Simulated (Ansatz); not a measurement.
Two isomers of C4H7Ga: A = `C#C[CH2][GaH][CH3]`, B = `C=C=[C](C)[GaH2]`.

Computed with Ansatz on PBE0-D4/def2-TZVP structures; ΔE is electronic, products minus reactants. CBS: MP2 limit from def2 TZ/QZ plus the TZ coupled-cluster correction, frozen cores. Functionals use def2-TZVPP. B3LYP here is the variant with VWN-RPA as its local correlation; programs differ in this. For Ga outer-core shells are correlated without core-valence functions, which leaves a few kJ/mol of doubt a bond. Scalar relativity is left out up to krypton. Each species was taken in one conformer, which may not be the lowest.

Task: Which isomer does CCSD(T)/CBS put lower? Give the gap. (An estimate is asked.)

Result: Computed: A, by 4.2 kcal/mol.

Task: Give E(B) − E(A) in kcal/mol with r2SCAN-D4, CCSD(T)/def2-SVP, LDA (SPW92), B3LYP, PBE-D4, B2PLYP, ωB97M-V. (An estimate is asked.)

Result: The calculation gave: r2SCAN-D4 -0.8, CCSD(T)/def2-SVP -0.8, LDA (SPW92) -2.3, B3LYP -0.1, PBE-D4 -1.6, B2PLYP 2.2, ωB97M-V 1.9. The order is the other way round with r2SCAN-D4, CCSD(T)/def2-SVP, LDA (SPW92), B3LYP, PBE-D4.

Task: Does the order hold for the free energy at 298.15 K (harmonic terms from PBE0-D4)? (An estimate is asked.)

Result: Ansatz gave: Yes: G(B) − G(A) = +4.9 kcal/mol, for one conformer each. Modes under 60 cm⁻¹, often nearly free rotors, make the harmonic entropy too high.

Largest T1 diagnostic: 0.013.

At CCSD(T), def2-SVP lies −5.0 kcal/mol from the extrapolated value and def2-TZVPP −1.0 kcal/mol. From PBE to PBE0 (25 % exact exchange), in def2-TZVPP and without D4, E(B) − E(A) moves by +1.2 kcal/mol.
